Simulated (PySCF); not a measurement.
C3H9BClN, SMILES CB(Cl)N(C)C. The structure is a stationary point at PBE-D3(BJ)/def2-SVP. Other conformers were not sampled.

Problem. Give the equilibrium geometry at PBE-D3(BJ)/def2-SVP (PySCF confirms it by a frequency run) as bond lengths and angles, and its point group. (The exact figures need the calculation; the answer reports its results.)

Solution. One answer among several that fit: point group Cs.
Atoms: B1 Cl2 C3 H4 H5 H6 N7 C8 C9 H10 H11 H12 H13 H14 H15. Bonds (Å): B1–Cl2 1.804, B1–C3 1.584, B1–N7 1.412, C3–H4 1.111, C3–H5 1.111, C3–H6 1.106, N7–C8 1.454, N7–C9 1.454, C8–H10 1.113, C8–H11 1.113, C8–H12 1.104, C9–H13 1.114, C9–H14 1.114, C9–H15 1.104. Bond angles (°): Cl2–B1–C3 118.0, Cl2–B1–N7 118.3, C3–B1–N7 123.7, B1–C3–H4 111.6, B1–C3–H5 111.6, B1–C3–H6 111.8, H4–C3–H5 106.5, H4–C3–H6 107.6, H5–C3–H6 107.6, B1–N7–C8 125.2, B1–N7–C9 122.0, C8–N7–C9 112.8, N7–C8–H10 110.8, N7–C8–H11 110.8, N7–C8–H12 110.2, H10–C8–H11 107.4, H10–C8–H12 108.8, H11–C8–H12 108.8, N7–C9–H13 111.0, N7–C9–H14 111.0, N7–C9–H15 111.2, H13–C9–H14 107.1, H13–C9–H15 108.2, H14–C9–H15 108.2.
